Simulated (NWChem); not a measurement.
All runs are NWChem calculations. System: chlorotrifluoromethane (CClF3), charge 0, spin multiplicity 1, at a geometry optimised with B3LYP/def2-SVP. Level: RHF/def2-TZVP.

Output (cleaned and shortened):

```
             Northwest Computational Chemistry Package (NWChem) 7.3.0
             --------------------------------------------------------

                                NWChem Input Module
                                -------------------

 Scaling coordinates for geometry "geometry" by  1.889725989
 (inverse scale =  0.529177249)

 Turning off AUTOSYM since
 SYMMETRY directive was detected!

                             Geometry "geometry" -> ""
                             -------------------------

 Output coordinates in angstroms (scale by  1.889725989 to convert to a.u.)

  No.       Tag          Charge          X              Y              Z
 ---- ---------------- ---------- -------------- -------------- --------------
    1 F                    9.0000     0.85480600     0.56472700     1.07810900
    2 C                    6.0000     0.35532600    -0.02460600     0.00000000
    3 F                    9.0000     0.85480600     0.56472700    -1.07810900
    4 F                    9.0000     0.72577400    -1.29813700     0.00000000
    5 Cl                  17.0000    -1.41473100     0.09798700     0.00000000

 Effective nuclear repulsion energy (a.u.)     249.7376027744

            Nuclear Dipole moment (a.u.)
            ----------------------------
        X                 Y               Z
 ---------------- ---------------- ----------------
     0.0000056692    -0.0000075589     0.0000000000

      Symmetry information
      --------------------

 Group name             Cs
 Group number              2
 Group order               2
 No. of unique centers     4

      Symmetry unique atoms

     1    2    4    5


 Summary of "ao basis" -> "" (spherical)
 ------------------------------------------------------------------------------
       Tag                 Description            Shells   Functions and Types
 ---------------- ------------------------------  ------  ---------------------
 *                         def2-tzvp                  on all atoms

 Summary of "ao basis" -> "ao basis" (spherical)
 ------------------------------------------------------------------------------
       Tag                 Description            Shells   Functions and Types
 ---------------- ------------------------------  ------  ---------------------
 F                         def2-tzvp                11       31   5s3p2d1f
 C                         def2-tzvp                11       31   5s3p2d1f
 Cl                        def2-tzvp                13       37   5s5p2d1f
[...]
   Bfn.  Coefficient  Atom+Function         Bfn.  Coefficient  Atom+Function
  ----- ------------  ---------------      ----- ------------  ---------------
   141      0.555872  5 Cl pz               144      0.339686  5 Cl pz
   138      0.254385  5 Cl pz               132     -0.200131  5 Cl pz

 Vector   25  Occ=2.000000D+00  E=-5.055903D-01  Symmetry=a'
              MO Center= -1.3D+00,  8.0D-02,  3.6D-13, r^2= 1.3D+00
   Bfn.  Coefficient  Atom+Function         Bfn.  Coefficient  Atom+Function
  ----- ------------  ---------------      ----- ------------  ---------------
   140      0.554544  5 Cl py               143      0.338875  5 Cl py
   137      0.253777  5 Cl py               131     -0.199653  5 Cl py

 Vector   26  Occ=0.000000D+00  E= 1.606802D-01  Symmetry=a'
              MO Center= -1.2D+00,  8.1D-02, -8.3D-16, r^2= 2.4D+00
   Bfn.  Coefficient  Atom+Function         Bfn.  Coefficient  Atom+Function
  ----- ------------  ---------------      ----- ------------  ---------------
    35      0.965307  2 C  s                142     -0.952451  5 Cl px
   129     -0.637266  5 Cl s                 36      0.529386  2 C  s
    40     -0.462485  2 C  px                37     -0.302713  2 C  px
   139     -0.216698  5 Cl px                 5     -0.174098  1 F  s
    67     -0.174098  3 F  s                 98     -0.174087  4 F  s

 Vector   27  Occ=0.000000D+00  E= 2.216797D-01  Symmetry=a'
              MO Center=  3.1D-01, -2.1D-02, -4.8D-15, r^2= 5.7D+00
   Bfn.  Coefficient  Atom+Function         Bfn.  Coefficient  Atom+Function
  ----- ------------  ---------------      ----- ------------  ---------------
    36      3.874143  2 C  s                  5     -1.259384  1 F  s
    67     -1.259384  3 F  s                 98     -1.259345  4 F  s
   129     -1.181332  5 Cl s                142     -0.670965  5 Cl px
   106     -0.399460  4 F  py                14      0.339409  1 F  pz
    76     -0.339409  3 F  pz                40      0.256967  2 C  px

 Vector   28  Occ=0.000000D+00  E= 2.675329D-01  Symmetry=a'
              MO Center=  1.6D-01,  4.5D-02,  1.4D-10, r^2= 4.9D+00
   Bfn.  Coefficient  Atom+Function         Bfn.  Coefficient  Atom+Function
  ----- ------------  ---------------      ----- ------------  ---------------
    44      2.171956  2 C  py                98      1.647252  4 F  s
     5     -0.823560  1 F  s                 67     -0.823560  3 F  s
    41      0.614700  2 C  py               143     -0.574120  5 Cl py
   106      0.457009  4 F  py                14      0.357666  1 F  pz
    76     -0.357666  3 F  pz               105     -0.272550  4 F  px

 center of mass
 --------------
 x =   0.01928247 y =  -0.00133574 z =   0.00000000

 moments of inertia (a.u.)
 ------------------
         316.540981887655          16.101504871258           0.000000000000
          16.101504871258         547.904537986497           0.000000000000
           0.000000000000           0.000000000000         549.017671749171

  Mulliken analysis of the total density
  --------------------------------------

    Atom       Charge   Shell Charges
 -----------   ------   -------------------------------------------------------
    1 F    9     9.21   0.77  1.20  0.60  1.02  0.33  2.24  2.27  0.76  0.00  0.02  0.00
    2 C    6     5.33   0.85  1.13  0.50  0.50 -0.03  1.03  0.88  0.04  0.08  0.30  0.05
    3 F    9     9.21   0.77  1.20  0.60  1.02  0.33  2.24  2.27  0.76  0.00  0.02  0.00
    4 F    9     9.21   0.77  1.20  0.60  1.02  0.33  2.24  2.27  0.76  0.00  0.02  0.00
    5 Cl  17    17.05   2.01  0.45  1.52  1.10  0.83  4.18  1.69  1.07  2.82  1.33  0.02  0.03  0.01

       Multipole analysis of the density wrt the origin
       ------------------------------------------------

     L   x y z        total         open         nuclear
     -   - - -        -----         ----         -------
     0   0 0 0     -0.000000      0.000000     50.000000

     1   1 0 0     -0.203347      0.000000      0.000006
     1   0 1 0      0.014094      0.000000     -0.000008
     1   0 0 1      0.000000      0.000000      0.000000

     2   2 0 0    -23.564977      0.000000    188.108078
     2   1 1 0     -0.096617      0.000000     -7.853836
     2   1 0 1     -0.000000      0.000000      0.000000
     2   0 2 0    -24.953526      0.000000     75.255870
     2   0 1 1      0.000000      0.000000      0.000000
     2   0 0 2    -24.960219      0.000000     74.712887

 Task  times  cpu:        7.8s     wall:        7.8s

 Total times  cpu:        7.8s     wall:        7.8s
```

Task: Write an NWChem input that would produce this output.

Result: Several could match; the one computed here: 
```
start mol
memory heap 200 mb stack 900 mb global 1100 mb
geometry units angstroms nocenter noautoz
  F      0.854806     0.564727     1.078109
  C      0.355326    -0.024606     0.000000
  F      0.854806     0.564727    -1.078109
  F      0.725774    -1.298137     0.000000
  Cl    -1.414731     0.097987     0.000000
  symmetry group Cs
end
basis spherical
  * library def2-tzvp
end
scf
  rhf
  nopen 0
  maxiter 100
  thresh 1e-7
  semidirect memsize 60000000 filesize 0
end
task scf energy
```
